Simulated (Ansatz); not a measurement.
CH$_{7}$FSi$_{2}$, SMILES `C[SiH2][SiH2]F` at its PBE0-D4/def2-TZVP geometry, where that method's forces vanish. Charge 0, multiplicity 1.

```
atom    x (Å)    y (Å)    z (Å)
  C1  -0.4815  -0.1934   1.6599
 Si2  -0.6465  -0.5673  -0.1727
 Si3   0.9624   0.6338  -1.3838
  F4   0.8276   0.3251  -2.9563
  H5   0.5067  -0.4759   2.0292
  H6  -0.6278   0.8709   1.8564
  H7  -1.2282  -0.7491   2.2314
  H8  -2.0016  -0.1893  -0.6625
  H9  -0.4571  -2.0227  -0.4277
 H10   0.8010   2.1023  -1.2009
 H11   2.3450   0.2656  -0.9729
```

(1) For each bond, give half the difference of the two atoms' forces along it (eV/Å; positive pushes the atoms apart) under PBE-D4, r2SCAN-D4, B3LYP-D4, ωB97M-V in def2-TZVPP. (Estimate.)

Results:

(1) Ansatz gave: 
```csv
bond,length (Å),PBE-D4,r2SCAN-D4,B3LYP-D4,ωB97M-V
C1–Si2,1.878,0.02,0.02,0.13,0.08
C1–H5,1.092,0.11,-0.01,-0.04,-0.04
C1–H6,1.092,0.11,-0.01,-0.04,-0.04
C1–H7,1.092,0.11,-0.02,-0.05,-0.05
Si2–Si3,2.345,-0.17,-0.01,0.05,0.00
Si2–H8,1.490,0.08,-0.01,-0.10,-0.12
Si2–H9,1.490,0.08,-0.01,-0.10,-0.12
Si3–F4,1.608,0.52,0.04,0.22,0.20
Si3–H10,1.489,0.05,-0.02,-0.11,-0.15
Si3–H11,1.489,0.05,-0.02,-0.11,-0.15
```

B3LYP here is the variant with VWN-RPA as its local correlation; programs differ in this.
